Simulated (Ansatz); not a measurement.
```xyz
16

C     1.8422    0.0000    0.0000
C     1.3027    1.3027    0.0000
C     0.0000    1.8422    0.0000
C    -1.3027    1.3027    0.0000
C    -1.8422    0.0000    0.0000
C    -1.3027   -1.3027    0.0000
C     0.0000   -1.8422    0.0000
C     1.3027   -1.3027    0.0000
H     2.9272    0.0000    0.0000
H     2.0699    2.0699    0.0000
H     0.0000    2.9272    0.0000
H    -2.0699    2.0699    0.0000
H    -2.9272    0.0000    0.0000
H    -2.0699   -2.0699    0.0000
H     0.0000   -2.9272    0.0000
H     2.0699   -2.0699    0.0000
```

Basis set: def2-TZVP. Charge 0. Computed with Ansatz (development build ahead of 0.2.0); the lowest solution found for each multiplicity.

Question: How do the multiplicities compare at this shape? Give, from the lowest of each method, PBE0 (unrestricted) for 1, 3; PBE0 (restricted) for 1, 3; HF (unrestricted) for 1, 3; HF (restricted) for 1, 3.

Answer:

```
            method  multiplicity  E (eV)  <S²>
PBE0, unrestricted             1   0.000  1.12
PBE0, unrestricted             3   0.301  2.00
  PBE0, restricted             1   0.449  0.00
  PBE0, restricted             3   0.000  2.00
  HF, unrestricted             1   0.000  1.62
  HF, unrestricted             3   1.845  2.06
    HF, restricted             1   0.406  0.00
    HF, restricted             3   0.000  2.00
```

Caution for PBE0, unrestricted, HF, unrestricted: the unrestricted determinant is a mixture of spin states. Caution for PBE0, restricted, HF, restricted: an unrestricted determinant lies well below.
